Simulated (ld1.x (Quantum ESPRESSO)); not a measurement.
## Building the TM potential for sulfur (S) (PBE, scalar-relativistic).

S (Z = 16), norm-conserving Troullier–Martins (Kleinman–Bylander form), made with ld1.x (Quantum ESPRESSO) 7.5 (PBE, scalar-relativistic). Core [Ne], reference 3s1.5 3p4.5. Waves: 3p (bound): rc 1.40 bohr; 3d channel at 0.05 Ry: rc 1.60 bohr; 3s (bound): rc 1.45 bohr. Local part: the s channel. Core correction: none.

All-electron outer shells of the reference configuration (PBE, scalar-relativistic, ld1.x):

```tsv
shell	level (eV)	outermost node (bohr)	outermost maximum (bohr)
2s	-212.44	0.13	0.39
2p	-157.23	–	0.33
3s	-17.60	0.60	1.40
3p	-7.29	0.58	1.59
```

Results:

| Property | Result |
| --- | --- |
| Cutoffs needed | 35 Ry and 60 Ry (the cutoffs (Ry, on a coarse ladder) from which the occupation-weighted sum of valence levels, in a spherical-Bessel basis at the reference potential, stays within 10 and 1 mRy of its value at 400 Ry) |
| Ghost test | no extra level below or beside the all-electron valence levels (p, d, s, f tested) (spherical-Bessel basis up to 400 Ry, 20 bohr box) |
| Largest excitation error | +161 meV (all-electron minus pseudo) for 3s2 3p0, out of 7 test configurations |

Generation and tests took about 2.1 s on one core of a shared server CPU.
